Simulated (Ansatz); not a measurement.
`FC(F)(F)c1ccc(-c2ccc(-c3ccc(-c4ccc(-c5ccc(-c6ccc(C(F)(F)F)s6)s5)s4)s3)s2)s1`, 50 atoms. Hardware: 2 threads of AMD EPYC 7R13 on a shared host and a share (18 GiB) of an NVIDIA H100 80GB HBM3.

Single mean-field runs in def2-SVP are fitted with def2-universal-jkfit.

Question: How many basis functions does each of these Ansatz runs have, and roughly what does it cost? r2SCAN-D4/def2-SVP, charge 0 singlet, energy, from earlier orbitals; PBE-D4/def2-SVP, charge 0 singlet, energy, from earlier orbitals; PBE-D4/def2-SVP, charge 1 doublet at the geometry of the charge 0 singlet, energy, from earlier orbitals; PBE0-D4/def2-SVP, charge 0 triplet at the geometry of the charge 0 singlet, energy; PBE-D4/def2-SVP, charge -1 doublet at the geometry of the charge 0 singlet, energy, from earlier orbitals; PBE-D4/def2-SVP, charge 0 singlet, relaxation, 5 steps; PBE0-D4/def2-SVP, charge -1 doublet at the geometry of the charge 0 singlet, energy; PBE-D4/def2-SVP, charge 0 triplet at the geometry of the charge 0 singlet, energy, from earlier orbitals; PBE0-D4/def2-SVP, charge 1 doublet at the geometry of the charge 0 singlet, energy; PBE0-D4/def2-SVP, charge 0 singlet, energy and forces, from earlier orbitals.

Answer: Other jobs shared the machine, so times can vary by a factor of up to 3.

```
                                                                                                      run  functions  fitting or Cholesky vectors  wall time  peak host memory (GiB)
                                         PBE-D4/def2-SVP, charge 0 singlet, energy, from earlier orbitals        616                         3396      5.5 s                     1.1
 PBE-D4/def2-SVP, charge 1 doublet at the geometry of the charge 0 singlet, energy, from earlier orbitals        616                         3396      5.5 s                     1.2
                             PBE0-D4/def2-SVP, charge 0 singlet, energy and forces, from earlier orbitals        616                         3396        6 s                     1.9
PBE-D4/def2-SVP, charge -1 doublet at the geometry of the charge 0 singlet, energy, from earlier orbitals        616                         3396        6 s                     1.2
                                      r2SCAN-D4/def2-SVP, charge 0 singlet, energy, from earlier orbitals        616                         3396        8 s                     1.2
                      PBE0-D4/def2-SVP, charge -1 doublet at the geometry of the charge 0 singlet, energy        616                         3396      8.5 s                     1.3
 PBE-D4/def2-SVP, charge 0 triplet at the geometry of the charge 0 singlet, energy, from earlier orbitals        616                         3396        9 s                     1.2
                       PBE0-D4/def2-SVP, charge 1 doublet at the geometry of the charge 0 singlet, energy        616                         3396       10 s                     1.3
                       PBE0-D4/def2-SVP, charge 0 triplet at the geometry of the charge 0 singlet, energy        616                         3396       18 s                     1.3
                                                   PBE-D4/def2-SVP, charge 0 singlet, relaxation, 5 steps        616                         3396       24 s                     1.1
```
